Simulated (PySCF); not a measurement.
AlF2HS.

```xyz
5

Al    -0.0039    -0.4535     0.0000
F     -1.3880    -1.3580     0.0000
F      1.4618    -1.2232     0.0000
S     -0.1155     1.7061     0.0000
H      1.2343     1.8291     0.0000
```

Geometry optimised at B3LYP-D3(BJ)/def2-SVP. Other conformers were not sampled.

Level of theory: KT2/pcSseg-2 (PySCF). Non-relativistic, no solvent.

Computed absolute GIAO shielding of each atom: isotropic value and principal components (ppm):
```tsv
atom	σ(iso)	σ11	σ22	σ33	span
Al1	453.0	395.0	435.1	528.9	133.9
F2	330.4	268.2	285.2	437.8	169.6
F3	323.9	264.1	271.1	436.6	172.5
S4	792.5	733.5	740.0	904.1	170.6
H5	31.0	23.4	27.2	42.5	19.1
```
